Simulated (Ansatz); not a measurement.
Born–Oppenheimer molecular dynamics of ClF5HTa (8 atoms, charge 0, multiplicity 1). It starts at the highest image of a converged band, a first-order saddle point between two minima.

The calculation used Ansatz 0.2.0, RKS BHLYP/def2-SVP.

```yaml
ensemble: NVE (velocity Verlet)
time_step: 0.5 fs
steps_asked: 200
starting_velocities_drawn_for: 100 K
seed: 4109
```

Frames 5 fs apart, positions in Å, forces in eV/Å.

Velocities at 30 fs (Å/ps):

```
Ta -0.29 -1.76 0.36
Cl 4.32 3.65 0.29
F -0.15 2.13 1.03
F -0.24 1.91 -0.83
F 2.02 1.06 -1.35
F -0.55 1.73 0.20
F -8.43 1.29 -3.24
H 38.00 34.65 3.78
```

```xyz
8
Properties=species:S:1:pos:R:3:forces:R:3 time_fs=30 energy_less_start_eV=-0.254 T=427
Ta -0.069 -0.241 0.139 -0.43 -1.68 0.22
Cl 2.455 0.371 0.397 1.07 1.15 -0.07
F -0.181 0.052 1.994 0.11 0.49 -0.17
F 0.347 -0.687 -1.633 0.14 0.10 -0.09
F -0.492 1.492 -0.427 0.35 0.05 0.39
F -1.689 -1.074 0.110 -0.66 -0.12 -0.13
F 0.968 -1.801 0.613 -0.55 0.27 -0.18
H 2.711 -0.834 0.758 -0.02 -0.24 0.05
8
Properties=species:S:1:pos:R:3:forces:R:3 time_fs=35 energy_less_start_eV=-0.312 T=502
Ta -0.071 -0.251 0.141 -0.68 -0.84 0.08
Cl 2.479 0.395 0.398 1.04 0.72 0.03
F -0.181 0.066 1.998 0.13 0.46 -0.30
F 0.347 -0.677 -1.638 0.14 0.11 -0.08
F -0.480 1.497 -0.431 0.42 -0.17 0.47
F -1.696 -1.066 0.110 -0.75 -0.14 -0.14
F 0.923 -1.794 0.596 -0.03 -0.24 0.02
H 2.912 -0.755 0.803 -0.27 0.10 -0.09
8
Properties=species:S:1:pos:R:3:forces:R:3 time_fs=40 energy_less_start_eV=-0.339 T=536
Ta -0.074 -0.262 0.142 -1.29 0.14 -0.21
Cl 2.511 0.424 0.399 0.93 0.42 0.09
F -0.179 0.085 1.998 0.16 0.39 -0.38
F 0.348 -0.665 -1.644 0.13 0.12 0.00
F -0.462 1.500 -0.429 0.46 -0.30 0.51
F -1.713 -1.060 0.108 -0.57 -0.04 -0.13
F 0.878 -1.789 0.579 0.61 -0.98 0.29
H 3.051 -0.677 0.832 -0.44 0.26 -0.17
8
Properties=species:S:1:pos:R:3:forces:R:3 time_fs=45 energy_less_start_eV=-0.367 T=573
Ta -0.078 -0.273 0.144 -1.86 0.72 -0.50
Cl 2.548 0.458 0.399 0.19 1.18 -0.31
F -0.175 0.109 1.994 0.20 0.31 -0.40
F 0.351 -0.652 -1.649 0.12 0.12 0.11
F -0.438 1.499 -0.421 0.44 -0.32 0.49
F -1.736 -1.055 0.105 -0.20 0.14 -0.11
F 0.841 -1.798 0.566 1.05 -1.46 0.49
H 3.115 -0.584 0.843 0.06 -0.68 0.22
8
Properties=species:S:1:pos:R:3:forces:R:3 time_fs=50 energy_less_start_eV=-0.430 T=655
Ta -0.085 -0.283 0.145 -1.90 0.57 -0.62
Cl 2.588 0.498 0.399 0.62 -0.41 0.29
F -0.169 0.138 1.984 0.22 0.21 -0.35
F 0.356 -0.637 -1.653 0.10 0.11 0.23
F -0.409 1.495 -0.407 0.37 -0.22 0.43
F -1.762 -1.047 0.100 0.16 0.30 -0.09
F 0.816 -1.823 0.559 1.04 -1.25 0.49
H 3.158 -0.590 0.878 -0.60 0.70 -0.37
8
Properties=species:S:1:pos:R:3:forces:R:3 time_fs=55 energy_less_start_eV=-0.509 T=756
Ta -0.095 -0.292 0.146 -1.47 -0.23 -0.57
Cl 2.630 0.538 0.399 -0.48 1.15 -0.48
F -0.160 0.169 1.970 0.24 0.10 -0.25
F 0.362 -0.621 -1.655 0.09 0.07 0.30
F -0.375 1.488 -0.387 0.25 -0.04 0.32
F -1.786 -1.036 0.095 0.38 0.39 -0.07
F 0.804 -1.864 0.558 0.64 -0.38 0.31
H 3.106 -0.522 0.867 0.36 -1.06 0.43
8
Properties=species:S:1:pos:R:3:forces:R:3 time_fs=60 energy_less_start_eV=-0.534 T=789
Ta -0.106 -0.301 0.145 -0.70 -1.03 -0.40
Cl 2.671 0.581 0.397 0.15 -1.11 0.44
F -0.148 0.201 1.952 0.24 0.00 -0.09
F 0.369 -0.604 -1.652 0.09 0.01 0.29
F -0.338 1.480 -0.363 0.11 0.17 0.19
F -1.806 -1.020 0.088 0.35 0.37 -0.06
F 0.800 -1.910 0.561 0.14 0.58 0.10
H 3.082 -0.576 0.900 -0.37 1.03 -0.47
8
Properties=species:S:1:pos:R:3:forces:R:3 time_fs=65 energy_less_start_eV=-0.510 T=758
Ta -0.118 -0.312 0.144 0.00 -1.46 -0.19
Cl 2.711 0.621 0.398 -0.62 0.88 -0.46
F -0.133 0.233 1.934 0.24 -0.12 0.07
F 0.377 -0.587 -1.646 0.11 -0.06 0.18
F -0.300 1.474 -0.337 -0.01 0.31 0.05
F -1.821 -1.000 0.081 0.10 0.25 -0.06
F 0.798 -1.949 0.565 -0.23 1.30 -0.05
H 3.010 -0.499 0.870 0.40 -1.10 0.46
8
Properties=species:S:1:pos:R:3:forces:R:3 time_fs=70 energy_less_start_eV=-0.466 T=701
Ta -0.130 -0.325 0.143 0.63 -1.23 0.02
Cl 2.749 0.662 0.396 -0.17 -1.24 0.40
F -0.115 0.264 1.917 0.22 -0.27 0.19
F 0.386 -0.571 -1.638 0.13 -0.14 0.02
F -0.262 1.472 -0.310 -0.10 0.28 -0.06
F -1.835 -0.976 0.073 -0.26 0.08 -0.07
F 0.794 -1.972 0.568 -0.40 1.57 -0.11
H 2.992 -0.539 0.887 -0.03 0.95 -0.38
8
Properties=species:S:1:pos:R:3:forces:R:3 time_fs=75 energy_less_start_eV=-0.446 T=675
Ta -0.141 -0.339 0.142 0.89 -0.53 0.20
Cl 2.784 0.698 0.397 -0.48 0.36 -0.26
F -0.094 0.291 1.902 0.20 -0.45 0.22
F 0.397 -0.556 -1.629 0.15 -0.20 -0.14
F -0.225 1.473 -0.284 -0.15 0.10 -0.16
F -1.853 -0.952 0.064 -0.54 -0.06 -0.07
F 0.784 -1.975 0.571 -0.39 1.46 -0.09
H 2.990 -0.460 0.857 0.33 -0.68 0.29
8
Properties=species:S:1:pos:R:3:forces:R:3 time_fs=80 energy_less_start_eV=-0.439 T=666
Ta -0.152 -0.354 0.141 0.73 0.58 0.24
Cl 2.817 0.734 0.396 -0.22 -0.84 0.21
F -0.070 0.312 1.889 0.15 -0.64 0.20
F 0.410 -0.544 -1.623 0.13 -0.25 -0.21
F -0.189 1.476 -0.260 -0.19 -0.16 -0.24
F -1.877 -0.928 0.054 -0.55 -0.11 -0.06
F 0.770 -1.960 0.572 -0.15 0.90 0.04
H 3.049 -0.459 0.863 0.10 0.53 -0.18
8
Properties=species:S:1:pos:R:3:forces:R:3 time_fs=85 energy_less_start_eV=-0.422 T=644
Ta -0.161 -0.368 0.140 0.11 1.82 0.07
Cl 2.849 0.766 0.396 -0.27 -0.31 0.00
F -0.045 0.326 1.879 0.09 -0.81 0.17
F 0.425 -0.535 -1.618 0.08 -0.29 -0.17
F -0.156 1.476 -0.239 -0.21 -0.37 -0.31
F -1.908 -0.905 0.043 -0.25 -0.08 -0.03
F 0.754 -1.934 0.574 0.28 0.01 0.25
H 3.142 -0.396 0.852 0.17 0.03 0.02
```

Of the whole run (100 fs, mean temperature of the second half 668 K): The conserved energy stayed within 0.045 meV per atom of its start (net change -0.023 meV per atom), so the integration is sound. The kinetic energy rose, since the run started high on the potential surface and went downhill. A run of 0.1 ps of so small a system gives no equilibrium averages. The orbitals stay closed-shell, which can raise the energy where a bond breaks towards radicals; this wasn't checked here.

Run time: 9.4 min on 4 threads of Arm Neoverse V1, on a shared host, peak memory 0.34 GiB.
